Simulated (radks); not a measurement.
Q: The mean radii <r> (bohr) of the occupied orbitals of an atom or ion are listed with their occupations. Method: Dirac Kohn-Sham, PBE, spin-unpolarised, spherical densities, point nucleus; computed with a radial shooting solver on a logarithmic mesh with Libxc functionals.

orbital      occ.      <r>
1s1/2           2  0.01604
2s1/2           2  0.06689
2p1/2           2  0.05487
2p3/2           4  0.06380
3s1/2           2   0.1739
3p1/2           2   0.1644
3p3/2           4   0.1807
3d3/2           4   0.1570
3d5/2           6   0.1619
4s1/2           2   0.3840
4p1/2           2   0.3853
4p3/2           4   0.4198
4d3/2           4   0.4246
4d5/2           6   0.4356
5s1/2           2   0.8543
4f5/2           6   0.4508
4f7/2           8   0.4571
5p1/2           2   0.9128
5p3/2           4    1.004
5d3/2           4    1.268
5d5/2           6    1.314
6s1/2           1    2.221
6p1/2    0.666667    2.711
6p3/2     1.33333    3.040

Name the element and its charge. Open shells, if any, are shared by 2j + 1.

A: Z = 82, lead, charge +1: Pb+ in [Xe] 4f14 5d10 6s1 6p2. The 1s radius gives Z: for a bare nucleus <r> = (2 gamma + 1)/(2Z) with gamma = sqrt(1 - (Z/c)^2), 0.01587 bohr for Z = 82, and screening makes it slightly larger (0.01604 here). The occupations add up to 81, and the charge is Z minus that.
